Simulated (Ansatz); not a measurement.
PBE exchange is replaced step by step with exact exchange (0 % is PBE, 25 % PBE0; no dispersion term), basis def2-TZVP, Ansatz. System: the cluster Ge₂O₂⁺. Total charge 1; doublet. Geometry: PBE-D4/def2-SVP, each spin state at its own.

Geometry of the doublet:

```xyz
4

Ge    1.106    0.569   -0.928
Ge   -1.106   -0.570    0.927
O     0.559   -0.938    0.091
O    -0.558    0.938   -0.090
```

The structure comes from a short search, and lower isomers may exist.

HOMO and LUMO are taken over both spins.

```json
{"exact exchange (%)": "0", "HOMO (eV)": "-12.55", "LUMO (eV)": "-11.51", "gap (eV)": "1.04", "⟨S²⟩": "0.756", "quartet − doublet (kJ/mol)": "301.6"}
{"exact exchange (%)": "5", "HOMO (eV)": "-12.76", "LUMO (eV)": "-11.22", "gap (eV)": "1.54", "⟨S²⟩": "0.757", "quartet − doublet (kJ/mol)": "307.1"}
{"exact exchange (%)": "15", "HOMO (eV)": "-13.19", "LUMO (eV)": "-10.64", "gap (eV)": "2.55", "⟨S²⟩": "0.761", "quartet − doublet (kJ/mol)": "318.5"}
{"exact exchange (%)": "25", "HOMO (eV)": "-13.62", "LUMO (eV)": "-10.05", "gap (eV)": "3.57", "⟨S²⟩": "0.765", "quartet − doublet (kJ/mol)": "327.2"}
{"exact exchange (%)": "35", "HOMO (eV)": "-14.06", "LUMO (eV)": "-9.47", "gap (eV)": "4.60", "⟨S²⟩": "0.769", "quartet − doublet (kJ/mol)": "329.4"}
{"exact exchange (%)": "50", "HOMO (eV)": "-14.73", "LUMO (eV)": "-8.58", "gap (eV)": "6.15", "⟨S²⟩": "0.777", "quartet − doublet (kJ/mol)": "326.6"}
```

**Question.** Estimate the row for 10 %.

**Answer.** 
| exact exchange (%) | HOMO (eV) | LUMO (eV) | gap (eV) | ⟨S²⟩ | quartet − doublet (kJ/mol) |
| --- | --- | --- | --- | --- | --- |
| 10 | -12.97 | -10.93 | 2.04 | 0.759 | 312.7 |
